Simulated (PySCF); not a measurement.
BClH, multiplicity 2. Atoms are numbered in the order given.

```xyz
3

B     -0.2035    -1.2186     0.0000
Cl     0.0189     0.4763     0.0000
H      0.6955    -2.0035     0.0000
```
Charge 0, spin multiplicity 2.

Coordinates come from a PBE0-D3(BJ)/def2-TZVPD optimisation. The isomer is the one that the SMILES or the coordinates give; other isomers of the formula were not compared.

Computed with r2SCAN/def2-TZVPD (PySCF).

Gas-phase values at a fixed geometry.

- total energy = -485.56941 hartree
- point group = Cs
- α spin, highest occupied and lowest empty level = -5.26 and -2.84 eV
- β spin, highest occupied and lowest empty level = -8.83 and -2.04 eV
- dipole moment = 0.47 D
- quadrupole, principal values (traceless, Buckingham form, about the centre of nuclear charge) = -2.32, 0.90, 1.42 D·Å
- mean static polarisability = 31.9 bohr³ (4.72 Å³)
- polarisability, principal values = 27.3, 28.2, 40.1 bohr³
- ⟨S²⟩ = 0.754 (pure state 0.75)
